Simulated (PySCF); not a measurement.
## Adding and removing an electron: GaC

UHF-MP2; basis Ga cc-pVDZ-PP with ECP10, C cc-pVDZ; scalar-relativistic core potentials; PySCF 2.14. Neutral (UHF): quartet (σ ↑, π ↑↑), Re = 2.032 Å, ωe = 541 cm⁻¹, De = 2.85 eV.

GaC⁺ (UHF): triplet (σ ↑, π ↑), Re = 2.841 Å, ωe = 143 cm⁻¹, De = 0.27 eV to Ga⁺ + C. The energies at the minima are -296.17789 hartree for GaC and -295.87312 for GaC⁺.

**Question.** Work out the adiabatic ionisation energy, without and with harmonic zero-point energies (1 hartree = 27.2114 eV, 1 eV = 8065.5 cm⁻¹), and the change of the bond length.

**Answer.** At UHF-MP2: 0.30477 hartree = 8.293 eV between the minima; the zero-point term (143.0 − 541.0)/2 cm⁻¹ = -0.025 eV makes it 8.269 eV. Re changes by +80.9 pm against the neutral. The electron leaves a π orbital, and the ion is left as a loose complex of an ion and an atom.

Correlated steps freeze 5 core orbitals. Weak bonds: GaC⁺. Basis-set superposition, not corrected here, can be much of De in a small basis, most of all at correlated wavefunction levels. Spin–orbit coupling is left out. For an ion De counts to the pair picked by the measured ionisation energies or electron affinities, which need not be the lowest pair at this level. States were picked by a PBE0 search and need not be the measured ground states.
